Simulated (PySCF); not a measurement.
How methods differ on the excitation energy of Pb²⁺

Pb²⁺ [Xe] 4f14 5d10 6s2 (1S) → Pb²⁺ [Xe] 4f14 5d10 6s1 7s1 (3S), as a difference of total energies. All numbers are calculated (PySCF 2.14, scalar relativity through the core potential, in aug-cc-pVQZ-PP with one added diffuse shell each of s, p, d, f, g type with ECP60MDF (8s8p6d4f3g, 117 functions)). Correlated levels: valence: 5s2 5p6 5d10 frozen. The calculations carry no spin-orbit coupling.

```
           method  excitation energy (eV)
              UHF                  16.879
              LDA                  18.940
              PBE                  18.457
             PBE0                  18.236
           r2SCAN                  18.413
           B2PLYP                  18.128
             BLYP                  18.660
            TPSSh                  18.259
    MP2 (valence)                  17.373
SCS-MP2 (valence)                  17.558
```

Question: How much does correlation contribute at MP2 (valence)?

Answer: 17.373 − (16.879) = 0.494 eV, measured against UHF.

The promoted electron is Rydberg-like, and one or two diffuse shells describe it only roughly, which tends to raise the upper state.
